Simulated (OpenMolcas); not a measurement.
Ag4+ among 6 point charges of -1.1 e arranged as an octahedron (Oh), 2.21 Å from the ion.

```json
{
  "Program": "OpenMolcas",
  "Method": "CASSCF",
  "Basis": "ANO-RCC-VDZP [6s5p3d1f]",
  "Scalar Hamiltonian": "DKH2, point nucleus",
  "Active space": "7 electrons in 5 orbitals (4d)",
  "State averaging": "2S+1 = 4 even, 10 roots; 2S+1 = 2 even, 40 roots",
  "Spin-orbit coupling": "state interaction with AMFI integrals over the reference wave functions"
}
```

(1) What is the spin-free ground state (labels of O, the rotations of Oh)?

(2) Where is the first state of the same spin?

(3) What are the lowest two levels with spin-orbit coupling?

(4) What is χT at 300 K, and how does it compare with the textbook value?

(5) Which ligand-field parameters describe the states?

Results:

(1) 4T1, 3-fold in its orbital part, 100 % from free-ion F terms; it has the highest spin that d7 allows.

(2) 4T2 at 1670 cm-1 above the ground state.

(3) A 2-fold level Γ6 with g = 4.99, 4.99, 4.99, then a 4-fold level Γ8 454.7 cm-1 above it. Their leading multiplicities are 4 (97 %) and 4 (97 %).

(4) The lowest level has 2S+1 = 4, for which the spin-only value is χT = S(S+1) / 2 = 1.875 cm3 K/mol (g = 2). The computed 4.492 at 300 K differs by +2.617, through orbital momentum, spin-orbit coupling and any other state in reach. With a threefold ground state the orbital momentum is unquenched, so the spin-only value is not expected to hold.

(5) A least-squares ligand-field fit to the states below 45000 cm-1, each weighted by its degeneracy and with a free common offset, gives 10Dq = 1955 cm-1, B = 1070 cm-1 and C = 4319 cm-1 (C/B = 4.04), with an rms deviation of 36 cm-1. 

An orbital triplet at a regular site is open to Jahn-Teller coupling, which can distort the site and quench the lowest spin-orbit gaps and is left out. Without dynamic correlation the repulsion within the d shell is too large (B by tens of per cent), so at a given field states of lower spin stand too high. Point charges give a weaker field than real ligands, and real ions of this kind are as a rule low spin; the high spin found here belongs to the model. This field is weak: 10Dq is about 1955 cm-1, while octahedral complexes of 4d ions of charge 3 and more, computed by the same method with explicit ligands, had a median near 25000 cm-1. Ground spin and moment need not be those of a real site. The ground term spreads over less than 5000 cm-1, several times less than with real ligands, so orbital moments are less quenched and χT lies further from the spin-only value than at real sites. Point charges carry no covalency, so the field is a model and not that of real ligands. No measured value stands beside these numbers.
